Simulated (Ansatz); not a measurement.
Species: sum formula Sn2OH5 (charge -1, singlet). It need not be the lowest isomer of its formula. Whether it binds its extra electron was not tested at this geometry. 
Coordinates optimised at B3LYP-D3(BJ)/def2-TZVP (Ansatz, a quantum-chemistry and plane-wave program):
SMILES: [SnH2-][O][SnH3]
```xyz
8

O      0.4366    -0.6573     0.4573
Sn    -1.5927    -0.9015    -0.0810
H     -1.4045    -0.1851    -1.7481
H     -2.1330     0.7195     0.5541
Sn     1.4818     0.9114     0.0366
H      0.8131     2.3721     0.6819
H      1.7132     1.1337    -1.6657
H      3.0663     0.7224     0.7388
```
Charge -1, spin multiplicity 1.

Parts of the frozen-core correlation energy in STO-3G (Ansatz, hartree). Frozen orbitals: 47; correlated occupied orbitals by spin: 10 and 10; virtual: 7 and 7. No spin-orbit coupling. Past Kr the def2 sets carry scalar-relativistic core potentials. STO-3G rows are all-electron and non-relativistic.

```csv
term,value
reference (HF),-12003.17746
MP2 opposite-spin,-0.10280
MP2 same-spin,-0.01416
CCSD correlation,-0.15426
(T),-0.00494
T1 diagnostic,0.018
largest doubles amplitude,0.057
```
